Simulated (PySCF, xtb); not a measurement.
C2H11NSi2, SMILES C[SiH](C)N[SiH3]. The values are those of a single conformer.

Harmonic wavenumbers (cm⁻¹) from GFN2-xTB in xtb 6.7.1 at its own minimum, in rising order: 20, 72, 109, 120, 131, 171, 227, 244, 300, 565, 571, 632, 649, 675, 726, 761, 765, 796, 799, 811, 834, 842, 866, 983, 1202, 1373, 1377, 1486, 1492, 1494, 1499, 2137, 2203, 2243, 2260, 3036, 3040, 3041, 3044, 3051, 3053, 3475.

### Question
What does PBE-D3(BJ)/def2-SVP run with PySCF 2.14.0 give at its own minimum? (The exact figures need the calculation; the answer reports its results.)

### Answer
25, 61, 129, 158, 172, 182, 232, 266, 326, 568, 594, 646, 668, 690, 703, 727, 783, 825, 872, 885, 894, 918, 929, 972, 1144, 1214, 1222, 1378, 1378, 1385, 1391, 2110, 2124, 2152, 2165, 2970, 2974, 3068, 3072, 3074, 3076, 3509. Paired by order, the mean absolute difference is 50 cm⁻¹ and the zero-point energies are 76.0 and 75.2 kcal/mol.
